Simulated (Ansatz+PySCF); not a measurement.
Values are calculated unless marked as measured or tabulated.
**SF6 → S + 6 F**

SF6 (charge 0, multiplicity 1):
```xyz
7

S     0.0000    0.0000    0.0000
F     1.5807    0.0000    0.0000
F    -1.5807    0.0000    0.0000
F     0.0000    1.5807    0.0000
F     0.0000   -1.5807    0.0000
F     0.0000    0.0000    1.5807
F     0.0000    0.0000   -1.5807
```

Shapes relaxed with PBE0/def2-SVP. Single points in def2-SVP with Ansatz (development build ahead of 0.2.0), no zero-point energy. Correlated methods freeze no orbital on H to Be, one on B to Mg, five on Al to Zn, nine on Ga to Sr.

| method | reaction energy |
| --- | --- |
| HF (restricted) | 856.5 kJ/mol |
| HF (unrestricted) | 790.0 kJ/mol |
| MP2 (restricted) | 1775.4 kJ/mol |
| MP2 (unrestricted) | 1778.8 kJ/mol |
| PBE (restricted) | 2067.4 kJ/mol |
| PBE (unrestricted) | 2046.4 kJ/mol |
| PBE0 (restricted) | 1876.3 kJ/mol |
| r2SCAN (restricted) | 1954.6 kJ/mol |
| r2SCAN (unrestricted) | 1915.1 kJ/mol |
| wB97X (restricted) | 1892.1 kJ/mol |
| wB97X (unrestricted) | 1864.3 kJ/mol |

(1) What does PBE0 (unrestricted) give?

Results:

(1) 1847.7 kJ/mol.
